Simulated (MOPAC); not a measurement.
Job for MOPAC: PM3 on C2H7B (SMILES CBC), a point of a torsion scan.

```
PM3 1SCF PRECISE CHARGE=0 THREADS=1
C2H7B

C      1.38464428 1     0.19156285 1     0.12893838 1
B      0.12452353 1    -0.23988597 1    -0.70488397 1
C     -0.49224475 1    -1.68078153 1    -0.59817603 1
H      1.78728658 1    -0.58300654 1     0.77700816 1
H      1.14444442 1     1.05250736 1     0.75324722 1
H      2.18552378 1     0.52757022 1    -0.52937465 1
H     -0.35261925 1     0.53264043 1    -1.44981225 1
H     -0.20555608 1    -2.24395922 1    -1.48799605 1
H     -1.58074195 1    -1.67065858 1    -0.59590676 1
H     -0.15480610 1    -2.25293694 1     0.26271188 1
```

The log:

```
*******************************************************************************
 **                                                                           **
 **                              MOPAC v23.2.5                                **
 **                                                                           **
 *******************************************************************************
 ** MOPAC's Digital Object Identifier: https://doi.org/10.5281/zenodo.6511958 **
 **                                                                           **
 ** Please cite the open-source release paper for use of this MOPAC version:  **
 ** J. E. Moussa and J. J. P. Stewart (2026)                                  **
 ** MOPAC: An open-source semiempirical molecular orbital program             **
 ** J. Open Source Softw., 11(119), 8025, https://doi.org/10.21105/joss.08025 **
 *******************************************************************************

                              PM3 CALCULATION RESULTS

 *******************************************************************************
 *  PM3        - The PM3 Hamiltonian to be used
 *
 *
 *
 *                 CHARGE ON SYSTEM = 0
 *
 *
 *
 *  PRECISE    - TIGHTER CRITERIA TO BE USED
 *  1SCF       - DO 1 SCF AND THEN STOP
 *  THREADS=1  - MULTI-THREADING NOT USED
 *  T=         - A TIME OF 172800.0 SECONDS REQUESTED
 *  DUMP=N     - RESTART FILE WRITTEN EVERY 7200.0 SECONDS REQUESTED
 *******************************************************************************
PM3 1SCF PRECISE CHARGE=0 THREADS=1
 C2H7B

   ATOM   CHEMICAL          X               Y               Z
  NUMBER   SYMBOL      (ANGSTROMS)     (ANGSTROMS)     (ANGSTROMS)

     1       C          1.38464428  *   0.19156285  *   0.12893838  *
     2       B          0.12452353  *  -0.23988597  *  -0.70488397  *
     3       C         -0.49224475  *  -1.68078153  *  -0.59817603  *
     4       H          1.78728658  *  -0.58300654  *   0.77700816  *
     5       H          1.14444442  *   1.05250736  *   0.75324722  *
     6       H          2.18552378  *   0.52757022  *  -0.52937465  *
     7       H         -0.35261925  *   0.53264043  *  -1.44981225  *
     8       H         -0.20555608  *  -2.24395922  *  -1.48799605  *
     9       H         -1.58074195  *  -1.67065858  *  -0.59590676  *
    10       H         -0.15480610  *  -2.25293694  *   0.26271188  *



          CARTESIAN COORDINATES

    NO.       ATOM           X           Y           Z

     1         C          1.3846      0.1916      0.1289
     2         B          0.1245     -0.2399     -0.7049
     3         C         -0.4922     -1.6808     -0.5982
     4         H          1.7873     -0.5830      0.7770
     5         H          1.1444      1.0525      0.7532
     6         H          2.1855      0.5276     -0.5294
     7         H         -0.3526      0.5326     -1.4498
     8         H         -0.2056     -2.2440     -1.4880
     9         H         -1.5807     -1.6707     -0.5959
    10         H         -0.1548     -2.2529      0.2627

  H: (PM3): J. J. P. STEWART, J. COMP. CHEM. 10, 209 (1989).
  B: (PM3): J. J. P. STEWART, J. MOL. MOD., 10, 155-164 (2004)
  C: (PM3): J. J. P. STEWART, J. COMP. CHEM. 10, 209 (1989).

           Empirical Formula: C2 H7 B  =    10 atoms



      MOLECULAR POINT GROUP   :   C1


      RHF CALCULATION, NO. OF DOUBLY OCCUPIED LEVELS = 9


 -------------------------------------------------------------------------------
 PM3 1SCF PRECISE CHARGE=0 THREADS=1
 C2H7B



     1SCF WAS SPECIFIED, SO BFGS WAS NOT USED
     SCF FIELD WAS ACHIEVED


                              PM3 CALCULATION
                                                       MOPAC v23.2.5 Linux




          FINAL HEAT OF FORMATION =         -6.04642 KCAL/MOL =     -25.29821 KJ/MOL


          COSMO AREA              =         97.25 SQUARE ANGSTROMS
          COSMO VOLUME            =         79.74 CUBIC ANGSTROMS

          IONIZATION POTENTIAL    =         11.632996 EV
          HOMO LUMO ENERGIES (EV) =        -11.633  0.801
          NO. OF FILLED LEVELS    =          9
          MOLECULAR WEIGHT        =         41.8873         POINT GROUP:  C1

          MOLECULAR DIMENSIONS (Angstroms)

            Atom       Atom       Distance
            H     9    H     6     4.36135
            H     8    H     5     3.08614
            H     7    H     4     3.00370


          SCF CALCULATIONS        =          1





   ATOM   CHEMICAL          X               Y               Z
  NUMBER   SYMBOL      (ANGSTROMS)     (ANGSTROMS)     (ANGSTROMS)

     1       C          1.38464428  *   0.19156285  *   0.12893838  *
     2       B          0.12452353  *  -0.23988597  *  -0.70488397  *
     3       C         -0.49224475  *  -1.68078153  *  -0.59817603  *
     4       H          1.78728658  *  -0.58300654  *   0.77700816  *
     5       H          1.14444442  *   1.05250736  *   0.75324722  *
     6       H          2.18552378  *   0.52757022  *  -0.52937465  *
     7       H         -0.35261925  *   0.53264043  *  -1.44981225  *
     8       H         -0.20555608  *  -2.24395922  *  -1.48799605  *
     9       H         -1.58074195  *  -1.67065858  *  -0.59590676  *
    10       H         -0.15480610  *  -2.25293694  *   0.26271188  *

                             CARTESIAN COORDINATES

   1    C        1.384644280     0.191562850     0.128938380
   2    B        0.124523530    -0.239885970    -0.704883970
   3    C       -0.492244750    -1.680781530    -0.598176030
   4    H        1.787286580    -0.583006540     0.777008160
   5    H        1.144444420     1.052507360     0.753247220
   6    H        2.185523780     0.527570220    -0.529374650
   7    H       -0.352619250     0.532640430    -1.449812250
   8    H       -0.205556080    -2.243959220    -1.487996050
   9    H       -1.580741950    -1.670658580    -0.595906760
  10    H       -0.154806100    -2.252936940     0.262711880


           Empirical Formula: C2 H7 B  =    10 atoms



      MOLECULAR POINT GROUP   :   C1


                  EIGENVALUES
 -32.86288 -28.56006 -18.53287 -15.10322 -14.45302 -13.73047 -13.21059 -11.95569
 -11.63300   0.80135   3.80813   3.87765   4.07643   4.34382   4.48065   4.59960
   4.67208   4.85895   5.16262


              NET ATOMIC CHARGES AND DIPOLE CONTRIBUTIONS

  ATOM NO.   TYPE          CHARGE      No. of ELECS.   s-Pop       p-Pop
    1          C          -0.185131        4.1851     1.11504     3.07009
    2          B          -0.063660        3.0637     1.09830     1.96536
    3          C          -0.183335        4.1833     1.11484     3.06850
    4          H           0.053996        0.9460     0.94600
    5          H           0.076569        0.9234     0.92343
    6          H           0.074721        0.9253     0.92528
    7          H           0.021586        0.9784     0.97841
    8          H           0.079893        0.9201     0.92011
    9          H           0.069063        0.9309     0.93094
   10          H           0.056298        0.9437     0.94370
 DIPOLE           X         Y         Z       TOTAL
 POINT-CHG.     0.151    -0.161     0.068     0.231
 HYBRID         0.135    -0.164     0.115     0.242
 SUM            0.287    -0.325     0.183     0.471


          ATOMIC ORBITAL ELECTRON POPULATIONS

     Atom    s        px        py        pz
    1  C   1.11504   1.02652   1.02360   1.01997
    2  B   1.09830   0.63219   0.81492   0.51825
    3  C   1.11484   1.02138   1.03327   1.01385
    4  H   0.94600
    5  H   0.92343
    6  H   0.92528
    7  H   0.97841
    8  H   0.92011
    9  H   0.93094
   10  H   0.94370

 **********************
 *                    *
 * JOB ENDED NORMALLY *
 *                    *
 **********************




 == MOPAC DONE ==
```

The run finished.

Cost: roughly 0.03 core-seconds.
